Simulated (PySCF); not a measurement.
Species: C5H6F3 (doublet state).
Geometry (GFN2-xTB, Å), atoms numbered from 1 in this order:
```
atom  x, y, z in Å
C1     1.9152    0.8642   -0.3137
C2     0.7626    0.3492    0.3586
C3     0.4360   -1.1378    0.3371
C4    -0.4148   -0.2066   -0.4591
C5    -1.8058    0.0978    0.0010
F6    -2.2287    1.3046   -0.4155
F7    -1.9367    0.0889    1.3352
F8    -2.7022   -0.7906   -0.4725
H9     2.4379    1.7161    0.0707
H10    2.2715    0.4024   -1.2141
H11    0.4774    0.8737    1.2623
H12    0.0183   -1.5686    1.2339
H13    1.0997   -1.7898   -0.2084
H14   -0.3310   -0.2040   -1.5376
```

The hyperfine couplings belong to this conformer and change with its torsions.

The species is `[CH2][C@@H]1C[C@H]1C(F)(F)F` [radical].

Computed with UKS B3LYP, pcH-1 on C F H, non-relativistic, mean-field spin-orbit, GIAO in PySCF. The structure is a single GFN2-xTB conformer in the gas phase; no vibrational or solvent corrections. The geometry wasn't refined by DFT: couplings that depend on bond lengths, twists or pyramidal angles can differ widely from those at the functional's own minimum. Stability of the SCF solution: not tested.

(1) Give the principal g shifts and their parts.

(2) What are the electron Larmor frequencies g μB B/h along the three axes at 1200 mT?

(3) Average each term over the three axes. Which is largest in size?

(4) In a frozen sample, at which fields do the three g values resonate at 9.5, 34, 94 and 263 GHz (hyperfine left aside), and which band first spreads them over more than twice a line width of 1.0 mT?

Results:

(1) 
```csv
Δg (ppm),1,2,3
relativistic mass correction,-151,-151,-151
gauge correction,19,30,24
orbital Zeeman/spin–orbit,-34,576,723
total,-166,455,596
```

So g = 2.00215, 2.00277, 2.00292 and g_iso = 2.00261; the tensor is rhombic: the two nearest values differ by 18 % of g3 − g1. Axes: g3 points within 5° of the C1–H10 bond.

(2) 33.6272, 33.6376, 33.6399 GHz for g1, g2 and g3, a range of 12.8 MHz.

(3) The orbital-Zeeman/spin–orbit term 421, the mass correction -151 and the gauge correction 24 ppm, for a total of 295 ppm. The orbital-Zeeman/spin–orbit term is the largest in size. The mass correction is the same along every axis, so the anisotropy comes from the other two: their spans along these axes are 11 (gauge) and 757 ppm (orbital Zeeman/spin–orbit).

(4) 
```
band    GHz  B(g3) mT  B(g2) mT  B(g1) mT  spread mT
   X    9.5    338.88    338.91    339.01       0.13
   Q   34.0   1212.84   1212.93   1213.31       0.46
   W   94.0   3353.16   3353.39   3354.43       1.28
   J  263.0   9381.70   9382.36   9385.27       3.57
```

The spread grows in proportion to the frequency. J band is the first where it exceeds 2.0 mT.

The Mulliken spin populations are largest on C1 (+1.02), C2 (-0.11), C4 (+0.09) and C3 (+0.08). C1 is the only atom above +0.15. The positive populations add up to 1.20 and the negative ones to -0.20, together 2S = 1. The angles at C1 add up to 360.0°, so it is planar; its axial dipolar tensor and the negative couplings of its protons fit spin in a p orbital normal to that plane.

The HOMO–LUMO gaps are 6.79 eV among the α and 7.02 eV among the β orbitals.

Hardware: Arm Neoverse V2, one thread, no GPU, shared host. Cost: 51 s of wall time (with the writing of density and orbital grids), 0.97 GiB resident at most.
